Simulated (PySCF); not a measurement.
Rb: excitation energy

Rb [Kr] 5s1 (2S) → Rb [Kr] 5p1 (2P), as a difference of total energies. All numbers are calculated (PySCF 2.14, scalar relativity by spin-free X2C-1e, in aug-cc-pVDZ-X2C). The calculations carry no spin-orbit coupling.

```csv
method,excitation energy (eV),error (eV)
UHF,1.346,-0.233
LDA,1.509,-0.070
PBE,1.355,-0.224
PBE0,1.361,-0.218
r2SCAN,1.326,-0.253
HSE06,1.355,-0.224
PBEsol,1.360,-0.219
BLYP,1.422,-0.157
```

Reference: 1.579 eV (measured; NIST levels, between the centres of gravity of the two terms).
